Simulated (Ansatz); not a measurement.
CuBr2⁻. The state is a singlet with charge -1. Geometry PBE-D4/def2-TZVPD.

| atom | x (Å) | y (Å) | z (Å) |
| --- | --- | --- | --- |
| Cu1 | 0.374 | -0.055 | -2.499 |
| Br2 | -0.416 | 0.061 | 2.783 |
| Br3 | 0.042 | -0.006 | -0.284 |

No other spin state of charge -1 was run. Another isomer (singlet) lies 3.04 eV lower at PBE0-D4/def2-TZVPD; other spin states weren't run for this one.

Question: Estimate the orbital energies around the gap (eV) in Ansatz with HF/def2-TZVPD, PBE-D4/def2-TZVPD, revPBE-D4/def2-TZVPD, r2SCAN-D4/def2-TZVPD, PBE0-D4/def2-TZVPD.

Answer: 
| orbital | HF/def2-TZVPD | PBE-D4/def2-TZVPD | revPBE-D4/def2-TZVPD | r2SCAN-D4/def2-TZVPD | PBE0-D4/def2-TZVPD |
| --- | --- | --- | --- | --- | --- |
| HOMO−9 | -11.52 | -3.23 | -3.16 | -3.52 | -5.14 |
| HOMO−8 | -11.34 | -3.23 | -3.16 | -3.52 | -5.14 |
| HOMO−7 | -11.34 | -2.23 | -2.16 | -2.50 | -4.62 |
| HOMO−6 | -11.33 | -2.23 | -2.16 | -2.50 | -4.62 |
| HOMO−5 | -7.02 | -2.20 | -2.12 | -2.40 | -3.95 |
| HOMO−4 | -6.18 | -1.93 | -1.87 | -2.18 | -3.48 |
| HOMO−3 | -6.18 | -1.93 | -1.87 | -2.18 | -3.48 |
| HOMO−2 | -3.54 | -1.16 | -1.08 | -1.20 | -1.83 |
| HOMO−1 | -3.54 | -1.09 | -1.02 | -1.20 | -1.83 |
| HOMO | -3.06 | -1.09 | -1.02 | -1.20 | -1.60 |
| LUMO | 2.21 | 0.05 | 0.12 | 0.08 | 0.52 |
| LUMO+1 | 4.01 | 2.53 | 2.54 | 2.79 | 2.90 |
| LUMO+2 | 4.01 | 2.53 | 2.54 | 2.79 | 2.90 |
| LUMO+3 | 4.71 | 3.16 | 3.11 | 3.67 | 3.55 |
| LUMO+4 | 5.43 | 3.66 | 3.60 | 4.22 | 4.14 |
| LUMO+5 | 6.13 | 4.33 | 4.26 | 4.95 | 4.85 |
